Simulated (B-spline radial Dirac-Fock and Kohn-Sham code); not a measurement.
# Internal conversion coefficients of Au at 406 keV

Z = 79 (gold), transition energy 406 keV. Method: a Dirac-Hartree-Slater potential of the neutral atom with a Latter tail (no hole, which puts coefficients of high multipoles low close above an edge), finite nucleus with surface currents. Computed with a radial B-spline solver. Subshells that would emit electrons below 1 keV are left out.

```tsv
subshell	electron energy (keV)	E2	E3	M1	M3	M5
K	325.27	0.0302	0.0788	0.122	0.962	6.07
L1	391.65	0.00421	0.0144	0.0182	0.218	2.19
L2	392.27	0.00437	0.0395	0.00174	0.0431	0.715
L3	394.08	0.00194	0.0126	0.000144	0.0435	1.86
M1	402.57	0.000967	0.00349	0.00417	0.0533	0.575
M2	402.85	0.00112	0.0103	0.000445	0.0114	0.197
M3	403.26	0.000517	0.00341	3.76e-05	0.0122	0.552
M4	403.71	5.22e-06	4.47e-05	6.41e-07	0.000189	0.0142
M5	403.79	3.36e-06	3.48e-05	5.25e-07	3.53e-05	0.0118
total		0.0441	0.168	0.148	1.37	12.6
```

Task: For a pure E3 transition, what fraction of decays emits a photon?

Result: 1/(1 + α) = 0.856 with the total α = 0.168; the total includes the outer subshells that are not listed.
